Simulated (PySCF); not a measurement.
A GIAO shielding run with PySCF 2.14 (density fitting, non-relativistic, gas phase) on SMILES CNB(O)O, CH$_{6}$BNO$_{2}$:

```
$ OMP_NUM_THREADS=1 python probes_run.py task.json out

{"job": {"kind": "nmr", "xc": "KT2", "basis": "pcSseg-2", "pop": false}, "charge": 0, "multiplicity": 1}
C      1.467417     0.022718     0.518639
N      0.296233     0.576579    -0.106908
B     -0.874755    -0.154645    -0.419753
O     -0.921935    -1.492684    -0.128080
O     -1.982427     0.411858    -1.011331
H      1.324029    -1.058112     0.648774
H      2.377901     0.167809    -0.089930
H      1.661581     0.454968     1.517146
H      0.333409     1.572041    -0.279024
H     -1.758289    -1.870399    -0.414447
H     -1.883759     1.345154    -1.211196
```

Hardware: 1 thread of an Arm Neoverse N1, shared host.

Problem. How large is the calculation?

Solution. 40 electrons, 264 basis functions and 693 auxiliary functions.

Problem. How long does it take, and how much memory does it need?

Solution. 62 s of wall time, with 15 SCF cycles; peak memory 0.76 GiB. Times on a shared host scatter by some tens of per cent.

Problem. And these other runs on the same molecule and hardware: GIAO shielding at B3LYP/pcSseg-2; GIAO shielding at B97-D/pcSseg-2; GIAO shielding at BLYP/pcSseg-2; GIAO shielding at BP86/pcSseg-2; GIAO shielding at HF/pcSseg-2; GIAO shielding at KT3/pcSseg-2?

Solution. B3LYP/pcSseg-2: 264 functions, 49 s; B97-D/pcSseg-2: 264 functions, 62 s; BLYP/pcSseg-2: 264 functions, 61 s; BP86/pcSseg-2: 264 functions, 61 s; HF/pcSseg-2: 264 functions, 27 s; KT3/pcSseg-2: 264 functions, 62 s.
